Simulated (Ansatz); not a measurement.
Geometry optimisation, RKS BHLYP-D4/def2-SVP (Ansatz).

Input:

```yaml
crystal:
  periodic: [false, false, false]
  atoms:
    - { symbol: C, position_ang: [0.5922, 0.4735, -0.8299] }
    - { symbol: B, position_ang: [-0.0965, -0.4611, 0.2357] }
    - { symbol: O, position_ang: [-1.3837, -1.1404, -0.0655] }
    - { symbol: O, position_ang: [0.6606, -0.6783, 1.5055] }
    - { symbol: H, position_ang: [0.7458, -0.0508, -1.7948] }
    - { symbol: H, position_ang: [-0.164, 1.3622, -1.0547] }
    - { symbol: H, position_ang: [1.5221, 0.9411, -0.4516] }
    - { symbol: H, position_ang: [-2.0138, -0.5121, 0.2789] }
    - { symbol: H, position_ang: [0.2257, 0.0197, 2.1592] }
basis:
  gaussian: { orbitals: def2-SVP }
hamiltonian:
  xc: { name: BHLYP }
  dispersion: d4
relax:
  f_tol: 0.02
  max_steps: 50
```

Run as:

```bash
$ ansatz run input.yaml --threads 1 --pin off --max-ram 2048MiB --backend cpu --events-out ev --progress --plain --runs-dir out
```

Q: Where does it end, and by what steps?

A: The forces met the threshold. After 10 steps the energy has fallen by 1.968 eV; H9 moved furthest, 0.98 Å.

| step | energy less start (eV) | largest force component (eV/Å) | accepted |
| --- | --- | --- | --- |
| 0 | 0.0000 | 3.993 | yes |
| 1 | -0.7540 | 1.734 | yes |
| 2 | -0.9995 | 1.611 | yes |
| 3 | -1.2939 | 1.090 | yes |
| 4 | -1.5037 | 0.574 | yes |
| 5 | -1.6520 | 1.045 | yes |
| 6 | -1.8327 | 0.734 | yes |
| 7 | -1.9553 | 0.409 | yes |
| 8 | -1.9629 | 0.257 | yes |
| 9 | -1.9671 | 0.080 | yes |
| 10 | -1.9676 | 0.009 | yes |

```xyz
9
Properties=species:S:1:pos:R:3
C 0.493 0.508 -0.856
B -0.090 -0.205 0.419
O -1.395 -0.564 0.554
O 0.745 -0.506 1.440
H 0.985 -0.238 -1.491
H -0.263 1.011 -1.466
H 1.258 1.238 -0.578
H -1.942 -0.328 -0.188
H 0.297 -0.960 2.151
```

The run took 26 s on 1 thread of Arm Neoverse V2, with other jobs on the host, peak memory 0.15 GiB.
